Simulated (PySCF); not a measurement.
Al(Cl)(NH2)2, SMILES [NH2][Al]([Cl])[NH2], singlet (CAM-B3LYP/def2-SVP optimised geometry):

```
8

Al    -0.185    -0.281     0.000
Cl    -1.178    -2.136     0.000
N     -1.159     1.186     0.000
H     -2.173     1.190     0.000
H     -0.806     2.136    -0.001
N      1.575    -0.281     0.000
H      2.173     0.538    -0.001
H      2.139    -1.124     0.000
```

Calculation: CAM-B3LYP/def2-TZVP (PySCF).

**Question.** What are the frontier orbital energies and the dipole moment?

**Answer.** HOMO-2 -10.31 eV, HOMO-1 -9.27 eV, HOMO -8.70 eV, LUMO 0.73 eV, LUMO+1 1.81 eV; dipole moment 2.55 D.

On the same geometry PBE/def2-TZVP (PySCF) gives HOMO-2 -7.48 eV, HOMO-1 -6.34 eV, HOMO -5.81 eV, LUMO -0.92 eV, LUMO+1 0.10 eV; dipole moment 2.51 D.

Meta-Löwdin charges at CAM-B3LYP/def2-TZVP: Al1 0.94, Cl2 -0.36, N3 -0.77, H4 0.24, H5 0.23, N6 -0.77, H7 0.23, H8 0.24.
